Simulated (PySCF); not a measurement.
## A series of related molecules

Computed with TDA B3LYP/def2-SVP excited states, vertical, gas phase in PySCF. Geometry: GFN2-xTB.

Each molecule in one low-energy conformer.

Scalar relativity is left out, which matters for the atoms heavier than Zn.

Task: How does the vertical S1–T1 gap change along this series?
- C=Cc1ccc(B(C)C)n1C (H replaced by vinyl)
- CB(C)c1ccc(F)n1C (H replaced by F)
- CB(C)c1ccc(Br)n1C (H replaced by Br)

Result: 
| molecule | S1 (eV) | S1 from | f(S1) | T1 (eV) | T1 from | S1 − T1 (eV) | S0–T1 spin-orbit coupling (cm⁻¹) | S1–T1 spin-orbit coupling (cm⁻¹) |
| --- | --- | --- | --- | --- | --- | --- | --- | --- |
| C=Cc1ccc(B(C)C)n1C | 4.42 | HOMO→LUMO | 0.835 | 2.62 | HOMO→LUMO | 1.80 | 0.19 | 0.31 |
| CB(C)c1ccc(F)n1C | 5.07 | HOMO→LUMO | 0.443 | 3.37 | HOMO→LUMO | 1.71 | 0.07 | 0.04 |
| CB(C)c1ccc(Br)n1C | 4.84 | HOMO→LUMO | 0.492 | 3.31 | HOMO→LUMO | 1.53 | 21.45 | 12.79 |

The vertical S1–T1 gap is lowest for CB(C)c1ccc(Br)n1C and highest for C=Cc1ccc(B(C)C)n1C.
